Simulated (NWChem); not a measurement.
Ionisation of CH$_{2}$NO

```
C
O 1 1.2558
N 1 1.3334 2 118.43
H 3 1.0370 1 112.71 2 23.15
H 1 1.1160 2 121.99 3 -170.93
```
Charge 0, spin multiplicity 2.

Program: NWChem. Structure: optimised with UPBE/def2-SVP, a minimum by its harmonic frequencies. It is one conformer; others weren't searched.

Basis set: def2-TZVP. The species with one electron less has spin multiplicity 3 and keeps the geometry of the parent. Δ marks differences of total energies (open shells unrestricted). −ε marks an orbital energy of the parent. That orbital need not have the symmetry of the hole or added electron in the Δ rows.

The correlated methods keep 3 core orbitals frozen. B3LYP has NWChem's definition, with VWN1-RPA local correlation. The structure started from a generated list of species. No SCF solution was tested for a lower state.

### Question
For the first vertical ionisation energy, ΔB3LYP gives 10.92 eV and ΔB2PLYP gives 10.91 eV. What do ΔBLYP, −ε(beta HOMO) of LDA (SVWN5), G0W0@CAM-B3LYP give?

### Answer
ΔBLYP: 10.70 eV; −ε(beta HOMO) of LDA (SVWN5): 6.91 eV; G0W0@CAM-B3LYP: 10.82 eV.
